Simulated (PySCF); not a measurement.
Q: Write Cartesian coordinates for `C[B@@H-]1[NH2+][BH2-][PH2+]1` as optimised with PBE0-D3(BJ)/def2-SVP.

A: 
```xyz
15
CH10B2NP angstrom
C      1.9707    0.1694   -0.3822
B      0.5508    0.4936    0.2720
N     -0.1785   -0.7643    0.9683
B     -1.6647   -0.6233    0.3804
P     -1.0362    0.7200   -0.9350
H      2.7121   -0.0911    0.3940
H      1.9459   -0.6665   -1.1035
H      2.3689    1.0460   -0.9176
H      0.5057    1.4417    1.0401
H      0.2514   -1.6461    0.6916
H     -0.1463   -0.7263    1.9854
H     -2.4028   -0.0827    1.1807
H     -2.0919   -1.6525   -0.1048
H     -0.9460    0.3380   -2.2951
H     -1.6767    1.9752   -1.0206
```

Orientation and origin are arbitrary. Atoms count from 1 in this order. N3 (nitrogen bonded to 2 B and 2 H) is distorted tetrahedral (angles from 101.1° to 113.1°). B4 (four-coordinate boron) has angles from 90.5° to 115.2°. B2 (four-coordinate boron) has angles from 89.4° to 118.7°. The 4-membered ring B2–N3–B4–P5 has internal angles of 77.0° to 101.1° (sum 358°, against 360° for a flat polygon); it is puckered, 0.08 Å rms from its mean plane, widest ring torsion 12°.

Bonds between heavy atoms (Å): C1–B2 1.597, B2–N3 1.612, N3–B4 1.604, B4–P5 1.982, B2–P5 2.007.

Computed, not measured: PBE0-D3(BJ)/def2-SVP geometry optimisation, gas phase (PySCF 2.14.0).

Point group: C1 (no symmetry element, even within 0.4 Å). No frequency check. One conformer, not necessarily the lowest (C1–B2–N3–B4 -133°, B2–N3–B4–P5 12°, N3–B4–P5–B2 -10°, C1–B2–P5–B4 128°).

The run took 65 s on one thread, Intel Xeon 6975P-C (x86_64), no GPU, shared host with 192 logical CPUs at a one-minute load of 75, and the process peaked at 0.51 GiB of memory. This is the geometry optimisation.
